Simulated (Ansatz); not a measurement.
Mulliken charges of `C[NH][Sn]([F])([F])[F]` from B3LYP/def2-TZVPP in Ansatz (PBE0-D4/def2-TZVP geometry).

```tsv
atom	x (Å)	y (Å)	z (Å)	charge (e)
C1	0.442	-1.188	0.870	-0.203
N2	0.807	-0.186	-0.128	-0.441
Sn3	-0.578	1.040	-0.829	1.540
F4	-2.003	0.037	-1.566	-0.461
F5	0.127	2.154	-2.185	-0.457
F6	-1.428	2.225	0.388	-0.460
H7	0.266	-0.785	1.873	0.118
H8	-0.459	-1.715	0.549	0.120
H9	1.242	-1.930	0.931	0.107
H10	1.666	0.295	0.101	0.137
```

Problem. By hand: the dipole of these point charges (1 e Å = 4.8032 D).

Solution. Σ q r = (0.524, -0.565, 0.546) e Å, of length 0.944 e Å = 4.53 D.

Problem. How does the dipole of the full density compare? (Estimate.)

Solution. The calculation gave: (0.564, -0.448, 0.498) e Å, 4.21 D; the point charges give 1.08 times that, at 7° from its direction.

Point charges leave out the atoms' own dipoles, such as those of lone pairs, and Mulliken's split depends on the basis, so the close match here is no proof of good charges.

B3LYP here is the variant with VWN-RPA as its local correlation; programs differ in this.
